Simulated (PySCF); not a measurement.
Which orbitals make which state

Compound: CAlCl₂NS.
SMILES: `[N](=C=S)[Al]([Cl])[Cl]`

Method: PySCF, TDDFT wB97X-D/def2-SVPD, vertical, gas phase, core orbitals frozen in the response. Geometry: PBE0-D3(BJ)/def2-SVP; no solvent, vibrations or thermal averaging. Note that the optimisation stopped short of convergence; the values belong to its last geometry.

Orbital energies (eV): HOMO-3 -11.92, HOMO-2 -11.68, HOMO-1 -9.78, HOMO -9.68, LUMO -0.22, LUMO+1 0.23, LUMO+2 0.78.

Computed singlets:

| state | E (eV) | f |
| --- | --- | --- |
| S1 | 4.65 | 0.0000 |
| S2 | 5.05 | 0.022 |
| S3 | 5.28 | 0.0000 |
| S4 | 6.35 | 0.0004 |
| S5 | 6.42 | 0.0003 |
| S6 | 6.81 | 1.026 |
| S7 | 7.05 | 0.0000 |
| S8 | 7.34 | 0.0010 |
| S9 | 7.47 | 0.0009 |
| S10 | 7.50 | 0.0001 |
| S11 | 7.57 | 0.020 |
| S12 | 7.59 | 0.0005 |
| S13 | 7.63 | 0.028 |
| S14 | 7.70 | 0.146 |
| S15 | 7.80 | 0.141 |

Problem. Which orbital pair leads each of S1, S4, S5, S7 and S8, and how does its energy difference Δε compare with the excitation energy?

Solution. 

```csv
state,leading configuration,weight,Δε (eV),E (eV),E − Δε (eV),f,other configurations
S1,HOMO→LUMO,0.85,9.45,4.65,-4.80,0.0000,H→L+4 (11%)
S4,HOMO→LUMO+1,0.89,9.91,6.35,-3.56,0.0004,–
S5,HOMO-1→LUMO+1,0.89,10.01,6.42,-3.58,0.0003,–
S7,HOMO-2→LUMO,0.75,11.45,7.05,-4.40,0.0000,H→L+4 (14%)
S8,HOMO-2→LUMO+1,0.71,11.91,7.34,-4.57,0.0010,H→L+3 (12%)
```

E − Δε runs from -4.80 to -3.56 eV. Among themselves, these states come in the order of their orbital differences.

H and L stand for HOMO and LUMO. The other states: S2 5.05 eV, f 0.022, H-1→L (56%), H→L+2 (36%); S3 5.28 eV, f 0.0000, H-1→L+2 (94%); S6 6.81 eV, f 1.026, H→L+2 (45%), H-1→L (39%); S9 7.47 eV, f 0.0009, H→L+4 (58%), H-2→L (15%); S10 7.50 eV, f 0.0001, H-3→L+1 (88%); S11 7.57 eV, f 0.020, H→L+3 (48%), H-3→L (22%), H→L+5 (8%); S12 7.59 eV, f 0.0005, H-4→L (90%), H-4→L+4 (8%); S13 7.63 eV, f 0.028, H-1→L+3 (73%), H-1→L+5 (12%); S14 7.70 eV, f 0.146, H-3→L (60%), H-2→L+1 (13%), H→L+3 (11%); S15 7.80 eV, f 0.141, H-4→L+1 (78%).

Problem. Pair triplets and singlets of the same leading configuration (75% or more in both) and give the splittings.

Solution. 

```json
{"configuration": "HOMO→LUMO", "triplet": "T2", "E(T) (eV)": "4.46", "singlet": "S1", "E(S) (eV)": "4.65", "E(S) − E(T) (eV)": "+0.19"}
```

The 4 triplets are Tamm–Dancoff values, the singlets full response.

Summed over the main configurations (up to three a state, each over 8%) of all 15 singlets, the electron leaves HOMO with weight 4.16, HOMO-1 with weight 3.64, HOMO-4 with weight 1.75 and HOMO-2 with weight 1.74.
